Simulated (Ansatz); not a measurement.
Input for Ansatz (a program for electronic structure): R-B3LYP/def2-TZVPPD on CHClO (a complex), monomers drawn apart or pushed together. Files ending in .json are basis or fitting sets from the Basis Set Exchange.

Ansatz 0.2 input:
```yaml
crystal:
  periodic: [false, false, false]
  atoms:
    - {symbol: Cl, position_ang: [-0.03322094, 0.05094674, -0.99541496]}
    - {symbol: H, position_ang: [-0.02208516, -0.10406125, 0.28305948]}
    - {symbol: C, position_ang: [-0.00478737, -0.35159699, 2.32602448]}
    - {symbol: O, position_ang: [0.00487437, -0.48627716, 3.44054427]}
basis:
  gaussian:
    orbitals: def2-TZVPPD.json
hamiltonian:
  xc: {name: B3LYP}
scf: {lower_state_search: off}
```

The head of its log:

```
WARN ansatz: RAYON_NUM_THREADS=1 ignored (pool sized by the plan → 1); use --threads N
Functional definition: B3LYP
these checks for a lower state are left out or cut short: stability, starts, cluster_reference, orbital_swaps, neighbouring_geometries, increment
integrals: 0.05 GiB planned
751 factors; their error is unknown
mean field: 0.45 GiB planned
mean field evaluation 1: about -15622.5731 eV, gradient 3.8e1 eV
mean field evaluation 2: about -15615.9365 eV, gradient 7.3e1 eV
```

Question: Predict the final total energy.

Answer: -574.2021 hartree.
